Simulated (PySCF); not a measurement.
Several structures and their simulated spectra, in scrambled order.

A. SMILES FC(F)=C(F)C(F)(F)C(F)(F)F
B. SMILES C(/C(=C)C)(F)=C\C
C. 4-pentenenitrile (C(C=C)CC#N)

Spectrum 1. 13C{1H} NMR (computed): δ 145.2 (CH), 123.9 (C), 123.8 (CH2), 36.5 (CH2), 19.4 (CH2).

Spectrum 2. 13C{1H} NMR (computed): δ 169.3 (C), 131.4 (C), 128.0 (C), 117.6 (C).

Spectrum 3. 13C{1H} NMR (computed): δ 168.4 (C), 142.3 (C), 119.9 (CH2), 110.7 (CH), 21.3 (CH3), 13.2 (CH3).

No solvent model, rapidly exchanging positions averaged, non-relativistic Hamiltonian, a single conformation. GFN2-xTB geometry; NMR shieldings at PBE0/pcSseg-1/GIAO; PySCF 2.14.

Scale: TMS for 13C (σ = 186.93 ppm) (reference shieldings calculated alike). Splittings of carbon signals by F and P are missing where no couplings were computed. Shifts are as computed. Against solution values, carbons near 30 ppm lie about +3 ppm off and those near 130 ppm about +5 ppm. Of 1211 compounds with measured shifts, 218 miss one by over three times the rms of a fit or turn the order of signals round; such compounds aren't used in these exercises.

Q: Which spectrum belongs to which compound?

A: 1–C, 2–A, 3–B.

- Spectrum 1 (C): 5 13C signals; δC 145.2 is an alkene CH; δC 123.9 is a nitrile carbon.
- Spectrum 2 (A): 4 13C signals; δC 131.4 is a fully substituted alkene carbon; δC 128.0 is a CF3 carbon.
- Spectrum 3 (B): 6 13C signals; δC 142.3 is a fully substituted alkene carbon; δC 119.9 is a terminal =CH2 carbon.
